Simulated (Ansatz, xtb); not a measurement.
**Relative energy of two isomers of BFH6Si2**

Structure X is `FB[SiH2][SiH3]`, a singlet and structure Y is `FB([SiH3])[SiH3]`, a singlet. Both are isolated molecules in the gas phase, relaxed with B3LYP/6-31G*; the shapes shown needn't be the lowest conformers.

X (Å):

```xyz
10

B    -1.1608   -0.2942    1.1650
F    -2.4770   -0.4701    1.1520
Si   -0.0469   -0.9259   -0.4185
Si    0.1953    0.8160   -1.9931
H    -0.7025    0.2743    2.1183
H    -0.6685   -2.0956   -1.1058
H     1.3197   -1.3239    0.0305
H    -1.1325    1.2344   -2.5226
H     0.8375    2.0046   -1.3652
H     1.0406    0.3771   -3.1377
```

Y (Å):

```yaml
atoms:
  - { symbol: B, position_ang: [-2.7346, 0.2115, -0.5632] }
  - { symbol: F, position_ang: [-3.5222, 0.9915, -1.3036] }
  - { symbol: Si, position_ang: [-1.3198, 1.1748, 0.5703] }
  - { symbol: Si, position_ang: [-3.0079, -1.8182, -0.6311] }
  - { symbol: H, position_ang: [-0.4786, 0.2296, 1.3553] }
  - { symbol: H, position_ang: [-1.9829, 2.1129, 1.5225] }
  - { symbol: H, position_ang: [-0.4233, 1.9818, -0.3080] }
  - { symbol: H, position_ang: [-3.2734, -2.3254, 0.7470] }
  - { symbol: H, position_ang: [-1.7466, -2.4652, -1.0979] }
  - { symbol: H, position_ang: [-4.1213, -2.2532, -1.5202] }
```

Quicker runs give these differences E(Y) − E(X): GFN2-xTB +4.8 kcal/mol; HF/STO-3G +9.0 kcal/mol (at GFN2-xTB geometries); r2SCAN-D4/def2-SVP +7.2 kcal/mol (at GFN2-xTB geometries).

**Question.** Estimate E(Y) − E(X) at the level CCSD(T)/def2-SVP + ΔMP2/def2-TZVPP.

**Answer.** Calculated at CCSD(T)/def2-SVP + ΔMP2/def2-TZVPP: E(Y) − E(X) = +7.5 kcal/mol, so structure X lies lower.

Level by level:

```tsv
level	geometry	E(Y) − E(X) (kcal/mol)	departure from the last row (kcal/mol)	job, with rough time for the two
GFN2-xTB	GFN2-xTB	+4.8	−2.7	optimisation, 0.16 s
HF/STO-3G	GFN2-xTB	+9.0	+1.5	single point, 0.38 s
r2SCAN-D4/def2-SVP	GFN2-xTB	+7.2	−0.3	single point, 5.3 s
B3LYP/6-31G*	B3LYP/6-31G*	+7.7	+0.2	optimisation, 55 s
HF/def2-SVP	B3LYP/6-31G*	+7.5	0.0	part of the CCSD(T) run
MP2/def2-SVP	B3LYP/6-31G*	+7.8	+0.3	part of the CCSD(T) run
CCSD(T)/def2-SVP	B3LYP/6-31G*	+7.0	−0.5	single point
CCSD(T)/def2-SVP + ΔMP2/def2-TZVPP	B3LYP/6-31G*	+7.5		single point, 30 s
```

As drawn, Y has 1 B–Si, 1 Si–H in place of 1 Si–Si, 1 B–H.

None of the levels shown reverses the order. The largest departure from CCSD(T)/def2-SVP + ΔMP2/def2-TZVPP is that of GFN2-xTB, 2.7 kcal/mol. A small imaginary or near-zero mode remains, so no thermal terms are given. The last row adds to CCSD(T) the change of the MP2 difference between the two basis sets, here +0.5 kcal/mol.

The correlated steps freeze 12 core orbitals. Run with Ansatz 0.2.0, xtb 6.7.1; the last row on 1 thread of Arm Neoverse V2 on a shared host.
